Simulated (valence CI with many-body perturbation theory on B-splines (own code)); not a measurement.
Rh XIII: one-electron terms

Computed by valence CI with perturbative core correlation (CI+MBPT): five valence electrons over a frozen Dirac-Fock core [Ar] 3d10, radial functions for each j: 9 s, 9 p, 8 d, 6 f, 3 g, 1 h, with the one-electron correlation potential Σ1 (screened to all orders), the two-electron term Σ2, the three-electron term Σ3, Breit, model QED; selected single and double excitations, second order for the rest, scaled by the run's own slope (own B-spline code, finite nucleus).

No measured levels were compared; by estimate levels hold to about 250 cm⁻¹ or 0.2 % of their energy and the worst to 1 %, as in measured heavy ions of charge 2 to 7; those with d or f electrons hold less well. Among the levels kept, up to 600 cm⁻¹ of a level comes from second order outside the variational space, and about a tenth of that is noise between levels of different J, which matters for small intervals.

These are the spectroscopic orbitals of the CI (the correlating ones are not listed), shaped by the core and the other valence electrons. h is the expectation value of the core's Dirac-Fock operator, without the valence repulsion; Σ1 is computed up to l = 3 at one energy for each symmetry, that of its lowest orbital but kept below the first core excitation, so for empty shells it is not the orbital's own correlation shift; Breit and QED include the response of the core.

```csv
Orbital,h (hartree),Σ1 (cm⁻¹),Breit (cm⁻¹),QED (cm⁻¹),⟨r⟩ (bohr)
4s1/2,-15.204,-10612,1145,894,0.8965
5s1/2,-8.5002,-3122,428,334,1.657
6s1/2,-5.4273,-1367,202,159,2.659
7s1/2,-3.7696,-737,113,89.3,3.884
4p1/2,-13.905,-9965,1725,-50.4,0.9325
5p1/2,-7.9049,-3006,647,-18.7,1.745
6p1/2,-5.1155,-1378,321,-9.2,2.785
7p1/2,-3.5856,-760,184,-5.3,4.051
4p3/2,-13.677,-9377,1069,32.2,0.9502
5p3/2,-7.807,-2880,404,12.2,1.769
6p3/2,-5.0646,-1330,208,6.1,2.814
7p3/2,-3.5557,-737,119,3.5,4.086
4d3/2,-11.543,-8211,489,-46.9,1.028
5d3/2,-6.8339,-2744,199,-18.5,1.942
6d3/2,-4.549,-1365,107,-9.8,3.062
4d5/2,-11.501,-8069,241,-25.9,1.034
5d5/2,-6.8152,-2707,96.7,-10.2,1.948
6d5/2,-4.5389,-1347,51.8,-5.4,3.070
4f5/2,-9.2719,-6198,49.3,-9.4,1.142
5f5/2,-5.8447,-2385,27.8,-5.4,2.149
4f7/2,-9.2693,-6141,-20.2,-6.4,1.143
5f7/2,-5.8429,-2358,-11.3,-3.9,2.150
5g7/2,-5.524,,-0.1,-0.4,2.062
5g9/2,-5.5234,,-1.1,0.2,2.062
```

Among the shells of the start configuration 4s2 4p3, Σ1 is largest in size for 4s1/2, where it is 0.32 % of h.

Lowest root of each symmetry, sizes in configuration state functions:

```csv
J,Parity,Roots,Reference,Variational,Second order,Change by selected CI (cm⁻¹),Change by second order (cm⁻¹)
1/2,even,9,56,39980,1277055,-9349,-55
3/2,even,12,91,39990,2288893,-8856,-199
5/2,even,11,98,39993,2883249,-8698,-309
7/2,even,5,75,39711,1965853,-11671,-344
9/2,even,2,47,39887,1659401,-12729,-231
1/2,odd,4,35,39992,815375,-13315,-48
3/2,odd,6,55,39988,1365554,-11402,-58
5/2,odd,3,49,38495,1483864,-12337,-137
7/2,odd,2,34,37353,1421551,-11682,-208
9/2,odd,2,16,38547,1441446,-11603,-139
```
